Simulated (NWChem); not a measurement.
Molecule: C4H4F2; SMILES F[C@@H]1C=C[C@H]1F

```xyz
10

F     -1.7451     0.1609    -0.8987
C     -0.6720    -0.4024    -0.2381
C     -0.6242    -0.2621     1.2668
C      0.6242     0.2621     1.2668
C      0.6720     0.4024    -0.2381
F      1.7451    -0.1609    -0.8987
H     -0.5194    -1.4380    -0.6157
H     -1.3528    -0.5147     2.0518
H      1.3528     0.5147     2.0518
H      0.5194     1.4380    -0.6157
```
Atoms are numbered in this order, from 1.

Level: PBE-D3(BJ)/def2-SVP (NWChem), optimised geometry, unscaled harmonic frequencies. 

```tsv
frequency (cm⁻¹)	IR intensity (km/mol)
180	3.0
294	0.5
321	6.4
421	2.2
597	9.8
661	12.8
828	61.5
923	0.5
962	0.1
963	23.4
987	0.3
1041	20.4
1077	124.7
1125	12.5
1157	18.7
1177	43.4
1273	12.4
1311	60.9
1335	74.7
1593	0.4
2990	6.7
2994	35.6
3131	3.7
3160	3.6
```

| Quantity | Value |
|---|---|
| zero-point energy | 43.6 kcal/mol |
| thermal correction to the enthalpy at 298.15 K (with zero-point energy) | 47.5 kcal/mol |
| heat capacity Cv | 18.7 cal/(mol K) |
| entropy at 298.15 K and 1 atm (symmetry number 2) | 72.2 cal/(mol K) |
| dipole moment | 1.70 D |

Rigid rotor and harmonic oscillator.
